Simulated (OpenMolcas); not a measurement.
neutral tungsten: effect of the active space

```yaml
Program: OpenMolcas 26.06
Method: CASSCF or its RAS form
Basis: ANO-RCC-VTZP
Scalar_Hamiltonian: DKH2, point nucleus
Spin-orbit_coupling: RASSI with atomic mean-field integrals over the reference wave functions, term energies averaged over their components
```

A. 4 electrons in 5 orbitals (5d); 2S+1 = 5 even, 5 roots; 2S+1 = 3 even, 45 roots; 2S+1 = 1 even, 50 roots (49 in the spin-orbit step); cost about 30 core-seconds
B. 6 electrons in 6 orbitals (5d 6s); 2S+1 = 7 even, 1 root; 2S+1 = 5 even, 23 roots; 2S+1 = 3 even, 55 roots (35 in the spin-orbit step); 2S+1 = 1 even, 30 roots; cost of the order of 70 core-seconds
C. 6 electrons in 9 orbitals (RAS2 5d 6s; RAS3 6p, at most 2 electrons); 2S+1 = 5 even, 30 roots; 2S+1 = 7 even, 1 root kept (CI in the orbitals of an earlier block); 2S+1 = 3 even, 83 roots kept (CI in the orbitals of an earlier block, 72 in the spin-orbit step); 2S+1 = 1 even, 44 roots kept (CI in the orbitals of an earlier block); 2S+1 = 5 odd, 48 roots; 2S+1 = 7 odd, 15 roots kept (CI in the orbitals of an earlier block); 2S+1 = 3 odd, 8 roots kept (CI in the orbitals of an earlier block); 2S+1 = 1 odd, 1 root kept (CI in the orbitals of an earlier block, 0 in the spin-orbit step); cost of the order of 2.9 core-minutes
D. 6 electrons in 11 orbitals (5d 6s 6d); 2S+1 = 5 even, 23 roots (14 in the spin-orbit step); 2S+1 = 7 even, 1 root kept (CI in the orbitals of an earlier block); 2S+1 = 3 even, 5 roots kept (CI in the orbitals of an earlier block); 2S+1 = 1 even, 1 root kept (CI in the orbitals of an earlier block, 0 in the spin-orbit step); cost about 2.9 core-minutes

Energies in cm⁻¹ above 5d⁴ 6s² ⁵D₀, the measured ground level; measured values from NIST Handbook of Basic Atomic Spectroscopic Data.

```
      Level     A     B     C     D  Measured
5d⁴ 6s² ⁵D₀   0.0   0.0   0.0   0.0       0.0
5d⁴ 6s² ⁵D₁  1445  1220  1350   437      1670
5d⁴ 6s² ⁵D₂  3200  2614  2891  1347      3326
5d⁴ 6s² ⁵D₃  4940  3922  4355  2824      4830
5d⁴ 6s² ⁵D₄  6572  5179  5730  5113      6219
```

B puts 5d⁵ 6s ⁷S₃ lowest. C puts 5d⁵ 6s ⁷S₃ lowest. D puts 5d⁵ 6s ⁷S₃ lowest.

Deviations, from unrounded energies. A percentage is the sum of absolute deviations over the sum of measured energies, with the sign that they share, or ± where signs differ.

| Against measurement | Levels | A | B | C | D |
| --- | --- | --- | --- | --- | --- |
| mean absolute deviation (cm-1) | 4 | 200 | 780 | 430 | 1600 |
| fine structure of the ground term (%) | 4 | ±5.1 | -19.4 | -10.7 | -39.4 |

A lies closest to measurement on these levels and D furthest from it. The largest miss of A in the table is 5d⁴ 6s² ⁵D₄, by +350 cm-1. The ranking rests on the paired levels alone, and a cruder setting can come out closer through cancelling errors.

The spin-orbit steps hold different terms of 5d⁴ 6s² (B lacks ¹D, a ¹G, a ³F, a ³P; C lacks a ¹D, a ³F, a ³P; D lacks among others ¹D, ¹F, ¹G, ¹I, ¹S), which shifts levels as well.

Among A to D the level of the table that moves most is 5d⁴ 6s² ⁵D₃, by 2100 cm-1 (lowest in D, highest in A).

Some high roots are left out of the spin-orbit mixing, which shifts the levels that they would mix with. Without dynamic correlation excited terms often stand tens of per cent too high (terms of higher spin than the ground term too low), and those without a measured partner can miss by more than the paired ones. With the s shell closed, the reference lacks s² → p², s² → d² and s → d mixing, so excited terms can stand far too high and out of order, with CASPT2 too (holds for A). The lowest computed level is not the ground level that NIST lists (5D0) (holds for B; C; D). Configurations are named by rounded mean occupations; where the s occupation lies near a half they are strongly mixed, a name can repeat and a true partner stay unpaired (holds for B; C). No level of 5d⁵ 6p was computed, though it lies in the active space (holds for C). Active for correlation alone: 6d; no level in the range computed is led by a configuration that fills it, so any true level of that kind is missing (holds for D). Computed and measured levels are paired by configuration, term and J; levels that our copy of the source lacks, or whose pairing is in doubt (as where it misses far off the trend of its configuration), stay unpaired and out of the deviations. Levels of configurations outside the active space are missing. Levels that lie high or do not pair safely by name in every column are left out.
